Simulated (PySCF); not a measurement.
Ag⁴⁰⁺: ionisation energy

Ag⁴⁰⁺ [He] 2s2 2p3 (4S) → Ag⁴¹⁺ [He] 2s2 2p2 (3P), as a difference of total energies. All numbers are calculated (PySCF 2.14, the spin-free X2C one-electron Hamiltonian (Gaussian nucleus), in an uncontracted even-tempered set (19 s from 17 bohr⁻², ratio 2.2; 12 p from 22 bohr⁻², ratio 2.2; 6 d from 87 bohr⁻², ratio 2.4; 5 f from 130 bohr⁻², ratio 2.4; 4 g from 200 bohr⁻², ratio 2.4)). Correlated levels: nothing frozen; virtual orbitals above 40 to 60 times the deepest correlated orbital energy dropped. The calculations carry no spin-orbit coupling.

| method | ionisation energy (eV) |
| --- | --- |
| UHF | 6258.8 |
| MP2 (all electrons) | 6258.7 |
| SCS-MP2 (all electrons) | 6258.1 |
| CCSD (all electrons) | 6258.0 |
| CCSD(T) (all electrons) | 6258.0 |

Spin-orbit coupling is strong in these open shells (close to jj coupling). The scalar numbers leave it out and a first-order estimate fails, so it can dominate the gap to the real levels.

For this ion Breit and QED terms and the two-electron picture change, all absent here, outweigh the differences among the correlated methods.

For comparison: 6170 ± 40 eV (semi-empirical (NIST evaluation); NIST Atomic Spectra Database, ionization energies).
